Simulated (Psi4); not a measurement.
HGa (SMILES [GaH]), singlet, at a GFN2-xTB geometry (such geometries of metal compounds can be far from the true shape); WB97X-V/STO-3G in Psi4.

The Psi4 input:
```
memory 2 GB

molecule {
0 1
Ga   -0.00000000   -0.00000000   -0.05952365
H     0.00000000    0.00000000    1.84523317
}

set {
  basis sto-3g
}

energy('wb97x-v')
print_variables()
```

It wrote (shortened):

```
   => Loading Basis Set <=

    Name: STO-3G
    Role: ORBITAL
    Keyword: BASIS

         ---------------------------------------------------------
                                   SCF
               by Justin Turney, Rob Parrish, Andy Simmonett
                          and Daniel G. A. Smith
                              RKS Reference
         ---------------------------------------------------------

  ==> Geometry <==

    Molecular point group: c2v
    Full point group: C_inf_v

    Geometry (in Angstrom), charge = 0, multiplicity = 1:

       Center              X                  Y                   Z               Mass
    ------------   -----------------  -----------------  -----------------  -----------------
         GA           0.000000000000     0.000000000000    -0.027449854344    68.925573500000
         H            0.000000000000     0.000000000000     1.877306965656     1.007825032230

  Running in c2v symmetry.

  Rotational constants: A = ************  B =      4.67774  C =      4.67774 [cm^-1]
  Rotational constants: A = ************  B = 140235.26173  C = 140235.26173 [MHz]
  Nuclear repulsion =    8.612382094408252

  Charge       = 0
  Multiplicity = 1
  Electrons    = 32
  Nalpha       = 16
  Nbeta        = 16

  ==> Algorithm <==

  SCF Algorithm Type is DF.
  DIIS enabled.
  MOM disabled.
  Fractional occupation disabled.
  Guess Type is SAD.
  Energy threshold   = 1.00e-06
  Density threshold  = 1.00e-06
  Integral threshold = 1.00e-12

  ==> Primary Basis <==

  Basis Set: STO-3G
    Blend: STO-3G
    Number of shells: 9
    Number of basis functions: 19
    Number of Cartesian functions: 20
    Spherical Harmonics?: true
    Max angular momentum: 2

  ==> DFT Potential <==

   => LibXC <=

    Version 7.1.2
    S. Lehtola, C. Steigemann, M. J. T. Oliveira, and M. A. L. Marques,  SoftwareX 7, 1–5 (2018) (10.1016/j.softx.2017.11.002)

   => Composite Functional: WB97X-V <=

    wB97X-V Hyb-GGA Exchange-Correlation Functional

    N. Mardirossian and M. Head-Gordon,  Phys. Chem. Chem. Phys. 16, 9904–9924 (2014) (10.1039/C3CP54374A)

    Deriv               =              1
    GGA                 =           TRUE
    Meta                =          FALSE

    Exchange Hybrid     =           TRUE
    MP2 Hybrid          =          FALSE

   => Exchange-Correlation Functionals <=

    1.0000   wB97X-V range-separated functional

   => Exact (HF) Exchange <=

    0.8330            HF,LR [omega = 0.3000]
    0.1670               HF

   => LibXC Density Thresholds  <==

    XC_HYB_GGA_XC_WB97X_V:  1.00E-14

   => VV10 Non-Local Parameters <=

    VV10 B              =     6.0000E+00
    VV10 C              =     1.0000E-02

   => Molecular Quadrature <=

    Radial Scheme          =       TREUTLER
    Pruning Scheme         =           NONE
    Nuclear Scheme         =       TREUTLER

    Blocking Scheme        =         OCTREE
    BS radius alpha        =              1
    Pruning alpha          =              1
    Radial Points          =             75
    Spherical Points       =            302
    Total Points           =          41731
    Total Blocks           =            375
    Max Points             =            255
    Max Functions          =             19
    Weights Tolerance      =       1.00E-15

   => Loading Basis Set <=

    Name: (STO-3G AUX)
    Role: JKFIT
    Keyword: DF_BASIS_SCF

  ==> Integral Setup <==

  SCF_SUBTYPE=INCORE selected. In-core MEM_DF algorithm will be used.
  Using in-core AOs.

  ==> MemDFJK: Density-Fitted J/K Matrices <==

    J tasked:                   Yes
    K tasked:                   Yes
    wK tasked:                  Yes
    Omega:                3.000E-01
    Algorithm:                 Core
    Schwarz Cutoff:           1E-12
    Mask sparsity (%):       0.0000
    Fitting Condition:        1E-10

   => Auxiliary Basis Set <=

  Basis Set: (STO-3G AUX)
    Blend: DEF2-UNIVERSAL-JKFIT
    Number of shells: 66
    Number of basis functions: 284
[...]
     A1        10      10
     A2         1       1
     B1         4       4
     B2         4       4
   -------------------------
    Total      19      19
   -------------------------

  ==> Iterations <==

                           Total Energy        Delta E     RMS |[F,P]|

   @DF-RKS iter SAD: -1900.03585171441819   -1.90004e+03   0.00000e+00
   @DF-RKS iter   1: -1902.17794715373270   -2.14210e+00   4.51476e-02 ADIIS/DIIS
   @DF-RKS iter   2: -1890.87836096103274    1.12996e+01   8.86479e-02 ADIIS/DIIS
   @DF-RKS iter   3: -1902.40349755415718   -1.15251e+01   1.20439e-02 ADIIS/DIIS
   @DF-RKS iter   4: -1902.40212050755531    1.37705e-03   1.37505e-02 ADIIS/DIIS
   @DF-RKS iter   5: -1902.40256051091478   -4.40003e-04   1.47636e-02 ADIIS/DIIS
   @DF-RKS iter   6: -1902.40289813441882   -3.37624e-04   1.37390e-02 ADIIS/DIIS
   @DF-RKS iter   7: -1902.40382702212082   -9.28888e-04   1.34005e-02 ADIIS/DIIS
   @DF-RKS iter   8: -1902.41193002277737   -8.10300e-03   1.28171e-02 ADIIS/DIIS
   @DF-RKS iter   9: -1902.41335013416983   -1.42011e-03   1.51743e-02 ADIIS/DIIS
   @DF-RKS iter  10: -1902.41601942692705   -2.66929e-03   1.51576e-02 ADIIS/DIIS
   @DF-RKS iter  11: -1902.44590765655312   -2.98882e-02   8.55403e-03 ADIIS/DIIS
   @DF-RKS iter  12: -1902.45598906783539   -1.00814e-02   2.58806e-03 ADIIS/DIIS
   @DF-RKS iter  13: -1902.46123632111380   -5.24725e-03   3.65213e-03 ADIIS/DIIS
   @DF-RKS iter  14: -1902.45258745240699    8.64887e-03   1.22254e-03 ADIIS/DIIS
   @DF-RKS iter  15: -1902.45187183888493    7.15614e-04   6.60910e-04 ADIIS/DIIS
   @DF-RKS iter  16: -1902.45193442724576   -6.25884e-05   2.40812e-04 ADIIS/DIIS
   @DF-RKS iter  17: -1902.45193164492071    2.78233e-06   4.60128e-05 DIIS
   @DF-RKS iter  18: -1902.45193007529042    1.56963e-06   7.16525e-06 DIIS
   @DF-RKS iter  19: -1902.45193006318118    1.21092e-08   1.54527e-07 DIIS
  Energy and wave function converged.

  ==> Post-Iterations <==

   Electrons on quadrature grid:
      Ntotal   =   31.9999980209 ; deviation = -1.979e-06

    Orbital Energies [Eh]
    ---------------------

    Doubly Occupied:

[...]
       9A1     0.009003

    Virtual:

[...]
    Final Occupation by Irrep:
             A1    A2    B1    B2
    DOCC [     9,    1,    3,    3 ]
    NA   [     9,    1,    3,    3 ]
    NB   [     9,    1,    3,    3 ]

  @DF-RKS Final Energy: -1902.45193006318118

   => Energetics <=

    Nuclear Repulsion Energy =              8.6123820944082521
    One-Electron Energy =               -2684.3997098478744192
    Two-Electron Energy =                 832.3472050655753947
    DFT Exchange-Correlation Energy =     -59.1500891828786095
    Empirical Dispersion Energy =           0.0000000000000000
    VV10 Nonlocal Energy =                  0.1382818075884679
    Total Energy =                      -1902.4519300631809529

Computation Completed

Properties will be evaluated at   0.000000,   0.000000,   0.000000 [a0]

Properties computed using the SCF density matrix

 Multipole Moments:

 ------------------------------------------------------------------------------------
     Multipole            Electronic (a.u.)      Nuclear  (a.u.)        Total (a.u.)
 ------------------------------------------------------------------------------------

 L = 1.  Multiply by 2.5417464519 to convert [e a0] to [Debye]
 Dipole X            :          0.0000000            0.0000000            0.0000000
 Dipole Y            :          0.0000000            0.0000000            0.0000000
 Dipole Z            :         -2.0702618            1.9395421           -0.1307197
 Magnitude           :                                                    0.1307197

 ------------------------------------------------------------------------------------

  Variable Map:
  ----------------------------------------------------------------------------
[...]
  Array Variable Map:
  ----------------------------------------------------------------------------
[...]
[...]
```
